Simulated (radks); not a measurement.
The numbers below are computed, except where a source is named.
Task: Dipole-allowed excitations along the series with 36 electrons in [Kr]. Code: a radial shooting solver on a logarithmic mesh with Libxc functionals. Model: scalar-relativistic Kohn-Sham, LDA (Slater exchange, VWN5 correlation), spin-polarised, spherical densities, finite nucleus; Fermi nuclear charge, rms radius of each element as measured or else 0.836 A^(1/3) + 0.57 fm. Time-dependent linear response with the Hartree and adiabatic LDA kernel, continuum included through the Sternheimer equations, no spin-orbit coupling, so fine structure and intercombination lines are absent. Lines are the poles of the dipole polarisability below minus the highest occupied eigenvalue, found on a grid refined at the orbital gaps; the lowest seven at most are given, and weak or close lines can be missed. The first line takes the name of the lowest orbital gap if no other gap lies below it; otherwise a line is named after a gap within 0.6 % of it, if that gap stands alone.

species  -e(HOMO) (eV)  lowest orbital gap (eV)      first line (eV)      f  strongest line (eV)  its f  static alpha (bohr^3)
Rb+             21.796             4p-5s 15.781       15.853 (4p-5s)  0.429  19.485 (unassigned)   1.20                  9.458
Zr4+            72.941             4p-4d 32.356  40.230 (unassigned)   5.38            the first   5.38                  2.987
Nb5+            94.142             4p-4d 36.633       45.931 (4p-4d)   5.52            the first   5.52                  2.273

Estimate the first line of Sr2+, its oscillator strength and the static polarisability.

Result: 23.220 eV (unassigned), f = 0.490, alpha = 5.931 bohr^3.
